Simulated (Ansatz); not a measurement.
Task: Name a neutral molecule of C, F, O, Se, Si and H with HOMO–LUMO gap (ωB97M-V/def2-TZVPP) between 11.05 and 11.35 eV and HOMO–LUMO gap (PBE0/def2-TZVPP) between 7.10 and 7.40 eV (Ansatz, PBE0-D4/def2-TZVP geometry).

Result: `CO[Si](C)(F)[SeH]` (11.17 eV, 7.22 eV). Other molecules can fit too; these were computed, each in one conformer that needn't be the lowest.
